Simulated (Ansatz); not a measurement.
Geometry optimisation, Ansatz 0.2.0, UKS LDA/cc-pVDZ.

Input:

```yaml
crystal:
  periodic: [false, false, false]
  atoms:
    - { symbol: B, position_ang: [0.0, 0.0, 0.0] }
    - { symbol: F, position_ang: [0.0, 0.0, 1.57] }
    - { symbol: "N", position_ang: [1.3423, 0.0, -0.775] }
    - { symbol: H, position_ang: [1.8089, -0.9179, -1.0268] }
    - { symbol: H, position_ang: [1.7937, 0.9179, -1.0532] }
    - { symbol: "N", position_ang: [-1.3423, 0.0, -0.775] }
    - { symbol: H, position_ang: [-2.0112, -0.8164, -0.6764] }
    - { symbol: H, position_ang: [-1.5914, 0.8164, -1.4036] }
    - { symbol: "N", position_ang: [0.0, 0.0, 3.15] }
    - { symbol: H, position_ang: [-0.496, -0.7725, 3.68] }
    - { symbol: H, position_ang: [0.496, 0.7725, 3.68] }
magnetization:
  spin_polarized: true
  initial_magnetization: 1
basis:
  gaussian: { orbitals: cc-pVDZ }
hamiltonian:
  xc: lda
relax:
  f_tol: 0.15
  max_steps: 25
  restrain:
    - { distance: [1, 8], at: 2.48, k: 30.0 }
    - { distance: [0, 1], at: 1.32, k: 30.0 }
```

Run as:

```bash
$ ansatz run input.yaml --threads 4 --pin off --max-ram 5120MiB --backend cpu --events-out ev --progress --plain --runs-dir out
```

Where does it end, and by what steps?

It converged. The restraints hold the end off the free minimum. After 18 steps the energy has fallen by 6.046 eV (the restraints' own energy left out); H7 moved furthest, 1.84 Å. Parted: F2–N9.

```csv
step,energy less start (eV),largest force component (eV/Å),accepted
0,0.0000,7.631,yes
1,-2.0213,3.765,yes
2,-2.6386,3.750,yes
3,-3.1071,2.729,yes
4,-3.9933,2.245,yes
5,-4.6003,1.013,yes
6,-4.8699,0.894,yes
7,-5.0827,1.352,yes
8,-5.3197,0.820,yes
9,-5.4459,0.922,yes
10,-5.5236,1.001,yes
11,-5.6436,0.691,yes
12,-5.7131,0.841,yes
13,-5.7588,0.765,yes
14,-5.8291,0.906,yes
15,-5.9323,0.662,yes
16,-6.0264,0.715,yes
17,-6.0415,0.765,yes
18,-6.0459,0.816,yes
```

```xyz
11
Properties=species:S:1:pos:R:3
B 0.425 0.001 0.067
F 0.954 0.022 1.311
N 1.332 0.096 -1.010
H 1.062 0.014 -1.989
H 2.338 0.077 -0.845
N -0.972 -0.085 -0.001
H -1.463 -0.073 0.918
H -1.531 -0.038 -0.851
N -1.101 -0.021 2.705
H -0.490 -0.804 3.037
H -0.553 0.811 3.026
```

Whether the end is a true minimum wasn't checked by a vibrational analysis.

The run took 29 s on 4 threads of Intel(R) Xeon(R) Platinum 8259CL CPU @ 2.50GHz (Skylake/Cascade Lake), with other jobs on the host, peak memory 0.2 GiB.
